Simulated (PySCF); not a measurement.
A structure optimised at r2SCAN-D4/def2-SVP, used in a PySCF frequency run:

```xyz
9

Cl     1.4752    -0.1011    -1.6808
Si     0.2612     0.0197     0.0000
Cl     1.4752    -0.1011     1.6808
C     -0.9885     1.4763     0.0000
N     -2.1634     0.9455     0.0000
Si    -1.9211    -0.8504     0.0000
H     -0.8654     2.5776     0.0000
H     -2.4890    -1.4934     1.2194
H     -2.4890    -1.4934    -1.2194
```

### Question
Write its SMILES, formula and point group.

### Answer
Cl[Si]1(Cl)C=N[SiH2]1, CH₃Cl₂NSi₂, Cs

### Question
What are its rotational constants (standard atomic weights)?

### Answer
1.8435, 1.2012, 0.91358 GHz
